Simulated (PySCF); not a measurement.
Harmonic spectrum computed at PBE0 in the def2-TZVP basis family (core potentials from Rb on, PySCF, no spin–orbit coupling):

| symmetry | ω (cm⁻¹) | IR (km/mol) |
| --- | --- | --- |
| a | 208 | 86.6 |
| a | 280 | 32.4 |
| a | 351 | 19.7 |
| a | 385 | 61.8 |
| a | 462 | 52.8 |
| a | 723 | 169 |
| a | 761 | 164 |
| a | 1091 | 64.4 |
| a | 1115 | 25.7 |
| a | 1186 | 112 |
| a | 3759 | 78.4 |
| a | 3804 | 113 |

**Question.** Which molecule gave it? In each, all ligands are bound to the one heavy central atom.
A. RuN(OH)₂ (doublet)
B. MoN(OH)₂ (doublet)
C. PN(OH)₂ (singlet)
D. SN(OH)₂ (doublet)
E. TaN(OH)₂ (singlet)

**Answer.** D. It has C1 symmetry with O–H 0.967 Å, O–H 0.969 Å, S–N 1.497 Å, S–O 1.621 Å, S–O 1.659 Å.
